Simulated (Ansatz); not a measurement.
Ca₂O₃. Total charge 0; singlet. Geometry r2SCAN-D4/def2-SVP.

```tsv
atom	x (Å)	y (Å)	z (Å)
Ca1	0.0273	-0.3312	1.4619
Ca2	-0.5767	0.4583	-1.3058
O3	0.8574	-0.9604	-0.4611
O4	1.2772	0.4666	-0.1456
O5	-1.5853	0.3668	0.4506
```

The structure holds one bond between oxygen atoms, so isomers without such links may lie far lower. The structure comes from a short search, and lower isomers may exist.

(1) Estimate the orbital energies around the gap (eV) in Ansatz with PBE-D4/def2-SVP, PBE-D4/def2-TZVP, PBE0-D4/def2-SVP, PBE0-D4/def2-TZVP, ωB97M-V/def2-TZVP.

## Answers

(1) 
| orbital | PBE-D4/def2-SVP | PBE-D4/def2-TZVP | PBE0-D4/def2-SVP | PBE0-D4/def2-TZVP | ωB97M-V/def2-TZVP |
| --- | --- | --- | --- | --- | --- |
| HOMO−5 | -6.71 | -6.94 | -8.44 | -8.61 | -11.14 |
| HOMO−4 | -4.28 | -4.44 | -5.58 | -5.72 | -8.17 |
| HOMO−3 | -4.26 | -4.41 | -5.56 | -5.67 | -8.02 |
| HOMO−2 | -3.98 | -4.18 | -5.37 | -5.51 | -7.95 |
| HOMO−1 | -3.91 | -4.09 | -5.24 | -5.38 | -7.72 |
| HOMO | -3.33 | -3.59 | -4.74 | -4.93 | -7.29 |
| LUMO | -1.45 | -1.57 | -0.90 | -1.03 | -0.43 |
| LUMO+1 | -1.26 | -1.31 | -0.77 | -0.79 | -0.27 |
| LUMO+2 | 0.42 | -0.37 | 1.36 | 0.27 | 0.82 |
| LUMO+3 | 0.72 | 0.17 | 1.42 | 0.68 | 1.05 |
| LUMO+4 | 0.74 | 0.29 | 1.56 | 0.84 | 1.35 |
| LUMO+5 | 0.83 | 0.41 | 1.58 | 0.97 | 1.51 |
